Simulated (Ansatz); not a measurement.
**Question.** Predict a relaxed structure of Rb₂F₂, charge 0, singlet, at PBE0-D4/def2-TZVP (Ansatz).

**Answer.** 
| atom | x (Å) | y (Å) | z (Å) |
| --- | --- | --- | --- |
| Rb1 | -0.7868 | 1.5679 | -0.7223 |
| Rb2 | 0.7858 | -1.5680 | 0.7231 |
| F3 | -0.7866 | -0.9247 | -1.1504 |
| F4 | 0.7876 | 0.9248 | 1.1496 |
Point group D2h (tolerance 0.1 Å). This is one stationary point.

In the def2 sets Rb takes a core potential; there is no spin–orbit coupling. The structure comes from a short search, and lower isomers may exist.
